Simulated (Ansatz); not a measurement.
A nudged elastic band was laid between two geometries of CH$_{3}$NSSi (7 atoms, charge 0, multiplicity 1).

Theory: Ansatz 0.2.0, RKS PBE0-D4/def2-SVP.

```
movable images  : 7
climbing image  : yes
spring          : 5.0 eV/Å²
optimiser       : quadratic models (default)
start path      : through a guess of the saddle point
force threshold : 0.05 eV/Å
iteration limit : 60
end points      : relaxed
```

First end point:

```xyz
7
Properties=species:S:1:pos:R:3
S -0.881 1.114 -1.718
C -0.269 0.214 -0.377
N -0.821 -0.559 0.485
Si 0.956 -0.411 0.773
H -2.173 0.732 -1.554
H 1.420 0.400 1.924
H 1.829 -1.557 0.422
```

Last end point:

```xyz
7
Properties=species:S:1:pos:R:3
S -1.760 0.634 -1.326
C -0.649 -0.028 -0.163
N -0.860 -0.825 0.815
Si 0.883 -0.375 0.706
H -0.831 1.346 -1.995
H 1.433 0.567 1.711
H 1.845 -1.387 0.207
```

(1) What changes between the two ends?

(2) What energy profile does the band end with?

(3) What is the geometry of the highest image?

(4) What are the harmonic wavenumbers there?

The band took 6 iterations and roughly 110 core-seconds.

## Answers

(1) No bond is made or broken. The dihedral H5–S1–C2–N3 goes from 0 to 180°.

(2) The forces met the threshold. The highest image is number 4 of 0 to 8, 0.41 eV above the first end and 0.36 eV above the last; the last end lies 0.05 eV above the first. A vibrational analysis at the climbing image gives one clearly imaginary mode, 368i cm⁻¹: a first-order saddle point.

```tsv
image	path coordinate (Å)	energy (eV)	dihedral H5–S1–C2–N3 (°)
0	0.00	0.00	0
1	0.37	0.05	13
2	0.74	0.18	33
3	1.11	0.34	60
4	1.48	0.41	89
5	1.85	0.34	117
6	2.22	0.21	141
7	2.59	0.09	162
8	2.96	0.05	180
```

(3) 
```xyz
7
Properties=species:S:1:pos:R:3
S -1.198 0.545 -1.903
C -0.377 -0.085 -0.447
N -0.776 -0.899 0.441
Si 0.953 -0.372 0.731
H -1.747 1.587 -1.242
H 1.197 0.540 1.876
H 2.010 -1.384 0.497
```

(4) 368i, 277, 283, 471, 561, 572, 649, 706, 875, 951, 1031, 1673, 2278, 2301, 2714 cm⁻¹.

Run time: 110 s on 1 thread of Intel(R) Xeon(R) Processor @ 2.70GHz (shared host), peak memory 0.16 GiB.
